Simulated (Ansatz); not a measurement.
Consider the redistribution: `C[CH2][Al]([F])[SiH3]` + `C[O][Al]([OH])[F]` → `C[O][Al]([OH])[SiH3]` + `C[CH2][Al]([F])[F]`.

Computed with Ansatz on PBE0-D4/def2-TZVP structures; ΔE is electronic, products minus reactants. CCSD(T)/CBS adds triple-zeta CCSD(T) − MP2 to the extrapolated MP2 energy (def2 sets, frozen cores). This one scheme is used for every species. DFT in def2-TZVPP. Each species was taken in one conformer, which may not be the lowest.

| level | ΔE (kJ/mol) |
| --- | --- |
| ωB97M-V | -15.4 |
| r2SCAN | -14.7 |
| HF/def2-TZVPP | -11.0 |
| MP2/def2-QZVPP | -14.2 |

What does CCSD(T)/CBS give? (An estimate is asked.)

The calculation gave: -14.1 kJ/mol. The listed levels differ from it by -1.3, -0.6, 3.1, -0.1 kJ/mol.

Largest T1 diagnostic among the species: 0.013.
